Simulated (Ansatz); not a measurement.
Geometry optimisation, RKS r2SCAN/def2-SVP (Ansatz 0.2.0).

Input:

```yaml
crystal:
  periodic: [false, false, false]
  atoms:
    - { symbol: C, position_ang: [-0.32549, 0.99231, -1.96336] }
    - { symbol: C, position_ang: [0.07343, 0.90695, -0.82215] }
    - { symbol: B, position_ang: [0.5204, 0.69894, 0.58877] }
    - { symbol: Al, position_ang: [-0.05478, -1.21318, 1.20936] }
    - { symbol: H, position_ang: [-0.65708, 1.10195, -2.95629] }
    - { symbol: H, position_ang: [0.61178, 0.1563, 1.43701] }
    - { symbol: H, position_ang: [-0.79989, -2.17443, 0.22051] }
    - { symbol: H, position_ang: [0.14882, -1.89345, 2.60489] }
basis:
  gaussian: { orbitals: def2-SVP }
hamiltonian:
  xc: r2scan
relax:
  f_tol: 0.02
  max_steps: 50
```

Run as:

```bash
$ ansatz run input.yaml --threads 2 --pin off --max-ram 3072MiB --backend cpu --events-out ev --progress --plain --runs-dir out
```

Problem. Where does it end, and by what steps?

Solution. The run converged. The force dipped under the threshold on the way, but the program's further checks kept it going. After 19 steps the energy has fallen by 4.143 eV; H8 moved furthest, 1.57 Å. Parted: Al4–H6.

```
step  energy less start (eV)  largest force component (eV/Å)  accepted
   0                  0.0000                           7.893       yes
   1                 -1.4597                           2.129       yes
   2                 -2.0210                           2.001       yes
   3                 -2.5282                           2.605       yes
   4                 -3.1117                           1.499       yes
   5                 -3.5117                           1.214       yes
   6                 -3.7969                           0.765       yes
   7                 -3.9620                           0.489       yes
   8                 -4.0287                           0.473       yes
   9                 -4.0610                           0.154       yes
  10                 -4.0814                           0.248       yes
  11                 -4.0935                           0.342       yes
  12                 -4.1236                           0.133       yes
  13                 -4.1352                           0.243       yes
  14                 -4.1375                           0.191       yes
  15                 -4.0952                           2.254        no
  16                 -4.1428                           0.045       yes
  17                 -4.1432                           0.009       yes
  18                 -4.1432                           0.022       yes
  19                 -4.1433                           0.013       yes
```

```xyz
8
Properties=species:S:1:pos:R:3
C -0.513 1.289 -1.777
C 0.061 0.803 -0.804
B 0.695 0.147 0.388
Al -0.237 -1.566 1.228
H -0.994 1.735 -2.630
H 1.720 0.631 0.819
H 0.124 -3.036 0.719
H -1.337 -1.426 2.377
```

Whether the end is a true minimum wasn't checked by a vibrational analysis.

Time of the run: 46 s on 2 threads of Arm Neoverse V1, with other jobs on the host, peak memory 0.16 GiB.
